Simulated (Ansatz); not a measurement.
Computed with Ansatz.

A structure relaxed at PBE0-D4/def2-TZVP, charge 0, multiplicity 1:

| atom | x (Å) | y (Å) | z (Å) |
| --- | --- | --- | --- |
| O1 | 2.9583 | -0.3490 | -0.1066 |
| C2 | 1.8048 | -0.2118 | -0.0655 |
| N3 | 0.6175 | -0.0704 | -0.0232 |
| Al4 | -1.1126 | 0.1311 | 0.0401 |
| Cl5 | -1.9652 | 1.9084 | -0.5853 |
| Cl6 | -2.3028 | -1.4083 | 0.7404 |

Problem. Give its formula and SMILES.

Solution. CAlCl2NO, `O=C=[N][Al]([Cl])[Cl]`.

Problem. Point group (tolerance 0.08 Å, 0.16 Å for H)?

Solution. C2v.

Problem. Summarise the bond lengths by kind.

Solution. 1 × C–O 1.162 Å; 1 × C–N 1.196 Å; 1 × Al–N 1.743 Å; 2 × Al–Cl 2.068 Å.
